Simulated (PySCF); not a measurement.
Gas-phase XPS of `[H]/N=C\[SiH]([SiH3])[SiH3]`, computed

Compound: CH9NSi3.
Numbering: `[H]/[N:1]=[CH:2]\[SiH:3]([SiH3:4])[SiH3:5]`

Computed with PySCF, delta-SCF UKS SCAN, pcX-2 on the ionised atom, pcseg-1 elsewhere, spin-free X2C. Vertical ΔSCF values, vacuum level as zero.

Question: What binding energy does each computed site have?

Answer: 
```csv
atom(s),environment,level,binding energy (eV),2p1/2 (eV),above the level's lowest (eV),count
Si4/Si5,SiH3 silicon,Si 1s,1846.32,–,+0.35,2
Si3,SiH silicon,Si 1s,1845.97,–,0.00,1
N1,C=N nitrogen,N 1s,404.46,–,0.00,1
C2,C=N carbon,C 1s,291.43,–,0.00,1
Si4/Si5,SiH3 silicon,Si 2p3/2,106.62,107.24,+0.29,2
Si3,SiH silicon,Si 2p3/2,106.33,106.95,0.00,1
```

Lowest listed Si 1s: Si3, bonded to C, H and 2 Si. Highest, 0.35 eV above it: Si4/Si5, bonded to 3 H and Si.

The listed Si 2p3/2 values span 0.29 eV, from Si3 (bonded to C, H and 2 Si) to Si4/Si5 (bonded to 3 H and Si). Summing the Pauling electronegativity differences to the bonded atoms, each weighted by its formal bond order, gives +0.95 for the lowest site and +0.90 for the highest; the largest sum, +0.95, belongs to Si3, 0.29 eV below the top. The smallest sum, +0.90, belongs to Si4/Si5, 0.29 eV above the lowest.

Question: Which effective nuclear charge Zeff reproduces each element's mean 1s value in the hydrogen-like formula E = 13.606 eV × Zeff²?

Answer: C (Z = 6): mean 291.4 eV, Zeff = 4.63, Z − Zeff = 1.37; N (Z = 7): mean 404.5 eV, Zeff = 5.45, Z − Zeff = 1.55; Si (Z = 14): mean 1846.2 eV, Zeff = 11.65, Z − Zeff = 2.35. Means run over the listed sites, weighted by atom count.

The first atom of each set that the bonding makes equivalent was ionised and stands for the set. The unrestricted hole states depart most from a pure doublet (⟨S²⟩ = 0.75; over 0.85 named) for C 1s of C2 (0.86), which makes this value less certain. The 2p values aren't plain energy differences: one relaxed spin-free 2p hole is combined with a matrix within the shell (ground-state 2p orbital-energy differences and spin–orbit coupling). 2p3/2, the mean of its two sublevels, lies a third of the splitting below the shell's mean and 2p1/2 two thirds above it; the statistical areas are 2:1. 2p1/2 minus 2p3/2 (ligand field included): Si 0.62 eV. Geometry: PBE0-D3(BJ)/def2-SVP, one conformer, isolated molecule.

The values belong to the conformer `[H]/[N:1]=[CH:2]\[SiH:3]([SiH3:4])[SiH3:5]`: N1–C2–Si3–Si4 121°.
